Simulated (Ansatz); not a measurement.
`F[C@H]1C[Si@@H]1Cl` + HBr → `F[C@H]1C[Si@@H]1Br` + HCl  (ligand exchange at the Si–Cl bond)

Isolated molecules relaxed with PBE0-D4/def2-TZVP in Ansatz; ΔE leaves out vibrations. CCSD(T)/CBS is the MP2 limit (def2-TZVPP, def2-QZVPP) plus CCSD(T) − MP2 in def2-TZVPP, frozen cores. This one scheme is used for every species. DFT in def2-TZVPP. For Br outer-core shells are correlated without core-valence functions, which leaves a few kJ/mol of doubt a bond. Scalar relativity is left out up to krypton.

**Question.** Is it downhill or uphill in electronic energy at CCSD(T)/CBS, and by how much? (Best estimate.)

**Answer.** Ansatz gave: Nearly level: ΔE = -1.1 kJ/mol.

**Question.** What do these levels give: PBE, r2SCAN, CCSD/def2-TZVPP, CCSD(T)/def2-TZVPP, HF/def2-QZVPP, HF/CBS(def2)? (Best estimate.)

**Answer.** Computed: PBE 0.9, r2SCAN 1.7, CCSD/def2-TZVPP 0.6, CCSD(T)/def2-TZVPP 0.2, HF/def2-QZVPP 3.6, HF/CBS(def2) 3.7 kJ/mol.

Largest T1 diagnostic among the species: 0.011.
